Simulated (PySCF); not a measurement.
# Mayer bond orders and bond lengths

Species: 3-ethylfuran, C6H8O.
Numbering: `[CH3:1][CH2:2][c:3]1[cH:4][cH:5][o:6][cH:7]1` (hydrogens: H8, H9, H10 on C1; H11, H12 on C2; H13 on C4; H14 on C5; H15 on C7)

Geometry (GFN2-xTB, Å), atoms numbered from 1 in this order:
```xyz
15
C6H8O angstrom
C     -1.9648    0.4521    0.4867
C     -1.1519   -0.2641   -0.5932
C      0.3001   -0.2742   -0.2509
C      1.2385    0.7672   -0.4923
C      2.4221    0.3373    0.0180
O      2.2898   -0.8854    0.5570
C      1.0044   -1.2475    0.3925
H     -1.6220    1.4777    0.6029
H     -3.0194    0.4669    0.2209
H     -1.8538   -0.0562    1.4417
H     -1.5092   -1.2904   -0.6958
H     -1.2924    0.2463   -1.5482
H      1.0468    1.6995   -0.9836
H      3.3937    0.7888    0.0581
H      0.7137   -2.2099    0.7642
```

Bond orders from the PBE0/pcSseg-1 density (PySCF). The structure is a single GFN2-xTB conformer in the gas phase; no vibrational or solvent corrections.

Task: How far do the computed orders between heavy atoms stray from the drawn ones?

Result: The largest departure is 0.436, at O6–C7 (drawn aromatic, 1.064), counting aromatic bonds as 1.5. The bonds drawn aromatic range from 1.06 to 1.61.

Task: Give the Mayer order of every bond, beside its length.

Result: 
| bond | drawn as | length (Å) | Mayer order |
| --- | --- | --- | --- |
| C1–C2 | single | 1.530 | 1.047 |
| C2–C3 | single | 1.492 | 1.033 |
| C3–C4 | aromatic | 1.423 | 1.256 |
| C4–C5 | aromatic | 1.359 | 1.596 |
| C5–O6 | aromatic | 1.343 | 1.088 |
| O6–C7 | aromatic | 1.346 | 1.064 |
| C7–C3 | aromatic | 1.363 | 1.611 |
| C1–H8 | single | 1.088 | 0.968 |
| C1–H9 | single | 1.088 | 0.970 |
| C1–H10 | single | 1.088 | 0.968 |
| C2–H11 | single | 1.092 | 0.945 |
| C2–H12 | single | 1.092 | 0.939 |
| C4–H13 | single | 1.071 | 1.006 |
| C5–H14 | single | 1.072 | 0.982 |
| C7–H15 | single | 1.072 | 1.000 |

Bonds between the same two heavy elements. C–C: lowest C2–C3 (1.033, 1.492 Å), highest C7–C3 (1.611, 1.363 Å). C–O: lowest O6–C7 (1.064, 1.346 Å), highest C5–O6 (1.088, 1.343 Å).

Task: Sum the orders of all bonds at each heavy atom with more than one neighbour and set the sums beside the valence in the SMILES.

Result: C1 3.953 (drawn 4), C2 3.964 (drawn 4), C3 3.900 (drawn 4), C4 3.858 (drawn 4), C5 3.666 (drawn 4), O6 2.152 (drawn 2), C7 3.675 (drawn 4). Orders between atoms that aren't bonded are not in these sums.

Mayer orders depend on the basis set.
